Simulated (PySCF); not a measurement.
Cl2FH3Si2, SMILES F[SiH2][SiH](Cl)Cl.

Geometry optimised at B3LYP-D3(BJ)/def2-SVP. The structure was generated by enumeration, and PubChem lists no compound with its InChIKey, so it may never have been made. Other conformers were not sampled.

These are B3LYP-D3(BJ)/def2-SVP run with PySCF values and carry that method's errors.

Frequencies are harmonic and unscaled.

```csv
mode,ν (cm⁻¹),IR (km/mol),Raman (Å⁴/amu),depolarisation,moving atoms (share of kinetic energy)
1,54,2.4,0.3,0.75,"F 49 %, Si 19 %, Cl 19 %, H 14 %"
2,71,2.9,0.9,0.74,"Cl 45 %, F 26 %, Si 22 %"
3,136,6.3,2.2,0.69,"Cl 43 %, Si 41 %, H 12 %"
4,171,6.1,2.5,0.75,"Cl 44 %, Si 30 %, F 19 %"
5,212,3.2,4.0,0.47,"Cl 40 %, Si 30 %, F 28 %"
6,415,29.7,18.2,0.14,"Si 60 %, H 20 %, Cl 19 %"
7,516,17.3,6.1,0.55,"H 61 %, Si 33 %"
8,534,57.4,7.8,0.66,"Si 58 %, Cl 34 %"
9,576,87.4,4.8,0.75,"Si 58 %, Cl 36 %"
10,733,59.9,7.4,0.75,H 88 %
11,754,208.8,17.4,0.73,H 91 %
12,801,104.2,9.3,0.75,H 92 %
13,854,29.4,7.6,0.70,"F 46 %, H 39 %, Si 16 %"
14,915,185.3,10.8,0.57,"H 64 %, Si 25 %, F 12 %"
15,949,98.3,13.0,0.72,"H 82 %, Si 13 %"
16,2234,91.8,165.1,0.16,H 98 %
17,2248,8.9,272.3,0.33,H 96 %
18,2253,166.2,67.1,0.07,H 96 %
```
